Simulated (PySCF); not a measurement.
## `N[Si@H](C1=CCC1)C(F)(F)F`: 4 charge schemes on one density

Compound: C5H8F3NSi.
Geometry (GFN2-xTB, Å), atoms numbered from 1 in this order:
```xyz
18
C5H8F3NSi angstrom
N      2.0068   -1.7495   -0.1368
Si     0.9735   -0.7047    0.7443
C     -0.6939   -0.2465    0.0285
C     -1.7190   -0.9246   -0.5093
C     -2.5535    0.2878   -0.7804
C     -1.3849    1.0921   -0.1638
C      1.9747    0.9630    0.6877
F      1.3599    1.9726    1.3392
F      2.1728    1.4105   -0.5752
F      3.2035    0.8671    1.2340
H      2.6173   -1.3967   -0.8568
H      1.7394   -2.7002   -0.3259
H      0.9386   -1.1196    2.1452
H     -1.9020   -1.9689   -0.6920
H     -3.4900    0.3390   -0.2267
H     -2.7516    0.4924   -1.8318
H     -0.8796    1.7702   -0.8480
H     -1.6210    1.6222    0.7562
```

Density: PBE0/pcSseg-1 (PySCF); schemes: Mulliken, IAO, Hirshfeld and ESP-fitted. Geometry: GFN2-xTB, one conformer, isolated molecule.

Task: Atoms with like bonding are taken together and averaged. At which atom do the 4 schemes differ most?

Result: At N1: from -1.060 (ESP-fitted) to -0.316 e (Hirshfeld), 0.744 e apart.

Task: For which atoms does the sign change between the 4 schemes (beyond +0.03 e in one, beyond −0.03 e in another)?

Result: For none.

Task: Tabulate the Mulliken, IAO, Hirshfeld and ESP-fitted charges.

Result: In e; atoms taken as equivalent share a row and are averaged (×n: the atom named and its like, n in all):

| atom | environment | Mulliken | IAO | Hirshfeld | ESP-fitted |
| --- | --- | --- | --- | --- | --- |
| N1 | silicon-bound nitrogen | -0.627 | -0.844 | -0.316 | -1.060 |
| Si2 | SiH silicon | +0.941 | +1.008 | +0.376 | +0.615 |
| C3 | fully substituted alkene carbon | -0.437 | -0.325 | -0.111 | -0.247 |
| C4 | alkene CH carbon | -0.138 | -0.127 | -0.038 | -0.061 |
| C5 | allylic carbon | -0.172 | -0.266 | -0.071 | -0.211 |
| C6 | allylic carbon | -0.155 | -0.250 | -0.073 | -0.067 |
| C7 | CF3 carbon | +0.514 | +0.542 | +0.168 | +0.353 |
| F8/F9/F10 | fluorine of a CF3 group | -0.283 | -0.290 | -0.107 | -0.177 |
| H11/H12 | N–H hydrogen | +0.201 | +0.271 | +0.122 | +0.411 |
| H13 | Si–H hydrogen | -0.086 | -0.134 | -0.074 | -0.089 |
| H14 | vinylic hydrogen | +0.064 | +0.141 | +0.048 | +0.118 |
| H15 | methylene hydrogen | +0.136 | +0.144 | +0.044 | +0.101 |
| H16 | methylene hydrogen | +0.136 | +0.144 | +0.044 | +0.103 |
| H17 | methylene hydrogen | +0.137 | +0.147 | +0.039 | +0.077 |
| H18 | methylene hydrogen | +0.136 | +0.145 | +0.041 | +0.076 |

Mean size of the charges over all atoms: IAO 0.313 e, Mulliken 0.274 e, ESP-fitted 0.252 e, Hirshfeld 0.111 e. Each set sums to the total charge, 0, to within 0.001 e. The Hirshfeld scheme weights the molecular density at each point by an atom's share of the summed free-atom densities. The ESP scheme is a least-squares fit of atom-centred charges to the potential on four shells outside the van der Waals surface, with the total charge fixed.

Some averages cover members that differ in this geometry: H11/H12, ESP-fitted +0.388 to +0.433; F8/F9/F10, ESP-fitted -0.201 to -0.162 e.

Task: How many electrons does the IAO scheme count on C3?

Result: Z − q = 6 − (-0.325) = 6.325.

Task: Sum the charges by element, for elements with more than one atom.

Result: 
```
element  atoms  Mulliken     IAO  Hirshfeld  ESP-fitted
      C      5    -0.388  -0.426     -0.125      -0.234
      F      3    -0.849  -0.869     -0.320      -0.530
      H      8    +0.923  +1.130     +0.385      +1.209
```
